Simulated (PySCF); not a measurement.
Compound: C3H10OSi.
SMILES with atom numbers: `[CH3:1][CH2:2][O:3][SiH2:4][CH3:5]` (hydrogens: H6, H7, H8 on C1; H9, H10 on C2; H11, H12 on Si4; H13, H14, H15 on C5)

Computed with PySCF at wB97X-D/def2-SVPD, non-relativistic, on one gas-phase PBE0-D3(BJ)/def2-SVP geometry that isn't relaxed in the solvent. The solvent is an IEF-PCM continuum (Bondi radii, 1.10 Å for H, scaled by 1.2), and excitations are vertical TDDFT with non-equilibrium linear response and a frozen core. The model holds no explicit solvent molecules, cavitation or dispersion.

Gas-phase singlets (H = HOMO, L = LUMO):

```csv
state,E (eV),λ (nm),f,leading configurations
S1,7.447,166,0.005,"H→L+1 73%, H→L+3 10%"
S2,7.952,156,0.017,H→L 71%
S3,8.290,150,0.062,"H-1→L+1 72%, H-1→L+3 10%"
S4,8.366,148,0.030,"H→L+2 61%, H→L+3 8%"
S5,8.718,142,0.080,H-1→L 70%
```

Problem. How does the list change in cyclohexane (ε = 2.017)?

Solution. 
```tsv
state	E (eV)	λ (nm)	f	leading configurations	change by rank (eV)
S1	7.447	166	0.007	H→L+1 65%, H→L 18%	0.000
S2	7.953	156	0.026	H→L 62%, H→L+1 17%	+0.001
S3	8.275	150	0.080	H-1→L+1 67%, H-1→L 10%	-0.015
S4	8.378	148	0.043	H→L+2 64%	+0.012
S5	8.714	142	0.120	H-1→L 62%, H-1→L+1 12%	-0.004
```

Problem. Give the list for methanol (ε = 32.61), n² = 1.77.

Solution. 
| state | E (eV) | λ (nm) | f | leading configurations | change by rank (eV) |
| --- | --- | --- | --- | --- | --- |
| S1 | 7.498 | 165 | 0.006 | H→L+1 51%, H→L 34% | +0.051 |
| S2 | 8.012 | 155 | 0.021 | H→L 48%, H→L+1 30% | +0.060 |
| S3 | 8.315 | 149 | 0.062 | H-1→L+1 56%, H-1→L 24% | +0.025 |
| S4 | 8.464 | 146 | 0.043 | H→L+2 66% | +0.098 |
| S5 | 8.754 | 142 | 0.123 | H-1→L 51%, H-1→L+1 25% | +0.036 |

Problem. How do the frontier levels move from gas to methanol?

Solution. 
```tsv
orbital	gas (eV)	solvent (eV)	change (eV)
LUMO+2	2.90	2.94	+0.04
LUMO+1	2.35	2.46	+0.11
LUMO	2.30	2.34	+0.04
HOMO	-9.79	-9.83	-0.04
HOMO-1	-10.50	-10.54	-0.04
HOMO-2	-11.23	-11.18	+0.05
HOMO-3	-11.24	-11.21	+0.03
```

The HOMO–LUMO gap goes from 12.09 to 12.17 eV.

Hardware: one thread of an Arm Neoverse V2, shared host with 32 logical CPUs at a one-minute load of 22. Cost: 22 s wall, 0.85 GiB resident at most. This is the whole response run at wB97X-D/def2-SVPD in methanol, SCF included.

Conformer computed: `[CH3:1][CH2:2][O:3][SiH2:4][CH3:5]`: C1–C2–O3–Si4 180°, C2–O3–Si4–C5 180°.
